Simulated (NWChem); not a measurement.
# AlBrClF; SMILES [F][Al]([Cl])[Br]

All runs: NWChem. Pople sets run with spherical d functions. This build's default masses of Se (78.918 u) and Br (79.917 u) are each other's, which moves their modes by up to 0.6 %. Each level has its own optimisation; frequencies are unscaled.

```json
[
 {"level": "B3LYP/3-21G", "r Al–F (Å)": "1.664", "r Al–Cl (Å)": "2.166", "r Al–Br (Å)": "2.286", "highest harmonic frequency (cm⁻¹)": "905", "lowest (cm⁻¹)": "129", "zero-point energy (kcal/mol)": "3.4", "dipole (D)": "0.94"},
 {"level": "B3LYP/6-31G*", "r Al–F (Å)": "1.646", "r Al–Cl (Å)": "2.088", "r Al–Br (Å)": "2.239", "highest harmonic frequency (cm⁻¹)": "898", "lowest (cm⁻¹)": "130", "zero-point energy (kcal/mol)": "3.4", "dipole (D)": "0.35"},
 {"level": "PBE0/def2-SVP", "r Al–F (Å)": "1.652", "r Al–Cl (Å)": "2.075", "r Al–Br (Å)": "2.221", "highest harmonic frequency (cm⁻¹)": "905", "lowest (cm⁻¹)": "129", "zero-point energy (kcal/mol)": "3.5", "dipole (D)": "0.61"}
]
```
